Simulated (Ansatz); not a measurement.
Consider the substitution at a C–Si bond: `C=C[SiH](Cl)C=C` + `C[SiH2][TeH]` → `C=C[Te][SiH2]C` + `C=C[SiH2]Cl`.

Computed with Ansatz on PBE0-D4/def2-TZVP structures; ΔE is electronic, products minus reactants. CBS: MP2 limit from def2 TZ/QZ plus the TZ coupled-cluster correction, frozen cores. DFT in def2-TZVPP. B3LYP here is the variant with VWN-RPA as its local correlation; programs differ in this. def2 core potentials past Kr. For Te outer-core shells are correlated without core-valence functions, which leaves a few kJ/mol of doubt a bond. One conformer a species, not always the lowest.

| level | ΔE (kcal/mol) | difference from CCSD(T)/CBS |
| --- | --- | --- |
| r2SCAN-D4 | 10.2 | 0.9 |
| B3LYP-D4 | 9.8 | 0.5 |
| ωB97M-V | 10.9 | 1.6 |
| r2SCAN | 10.1 | 0.8 |
| PBE0 | 10.2 | 0.9 |
| HF/def2-TZVPP | 11.7 | 2.4 |
| CCSD/def2-TZVPP | 10.3 | 1.0 |
| CCSD(T)/def2-TZVPP | 9.7 | 0.4 |
| HF/def2-QZVPP | 11.6 | 2.3 |
| HF/CBS(def2) | 11.6 | 2.3 |
| CCSD(T)/CBS | 9.3 | 0 |

Largest T1 diagnostic among the species: 0.011.

From PBE to PBE0 (25 % exact exchange), in def2-TZVPP and without D4, ΔE moves by +1.1 kcal/mol. In def2-TZVPP, CCSD(T) changes the Hartree–Fock value by −2.0 kcal/mol (the triples alone add −0.6 kcal/mol) and MP2 by −3.1 kcal/mol.
